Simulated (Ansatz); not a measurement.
`CO[SiH2]O[SiH3]`, relaxed with RKS PBE0-D4/def2-TZVP in Ansatz 0.2.0 from a PBE-D4/def2-SVP geometry. The force threshold is 0.005 eV/Å; the program also tests the step.

Total charge 0; spin multiplicity 1.

Start:

```xyz
13

C    -1.462   -1.228    1.568
O    -1.184    0.157    1.458
Si   -0.715    0.893    0.039
O     0.766    0.294   -0.444
Si    2.085    0.419   -1.461
H    -1.869   -1.428    2.579
H    -2.217   -1.568    0.820
H    -0.545   -1.844    1.436
H    -0.619    2.352    0.357
H    -1.714    0.604   -1.052
H     1.674    0.194   -2.892
H     2.715    1.782   -1.346
H     3.085   -0.628   -1.063
```

Q: How much energy does the relaxation release, and in how many steps? (Estimate.)

A: Ansatz gave: 2.92 kcal/mol, in 37 steps, 5 of them rejected.

Q: Which bonds change most? (An estimate is asked.)

A: Computed: Si3–O4 from 1.669 to 1.632 Å; O2–Si3 from 1.667 to 1.632 Å; O4–Si5 from 1.670 to 1.637 Å; Si5–H11 from 1.506 to 1.483 Å.

Q: Give the relaxed structure. (An estimate is asked.)

A: Computed: 
```xyz
13

C    -1.118   -1.176    1.462
O    -0.852    0.200    1.305
Si   -0.900    0.980   -0.128
O     0.280    0.482   -1.140
Si    1.898    0.304   -1.311
H    -1.315   -1.370    2.517
H    -1.995   -1.487    0.882
H    -0.261   -1.780    1.149
H    -0.723    2.412    0.197
H    -2.181    0.696   -0.821
H     2.200    0.162   -2.756
H     2.613    1.489   -0.767
H     2.353   -0.912   -0.589
```
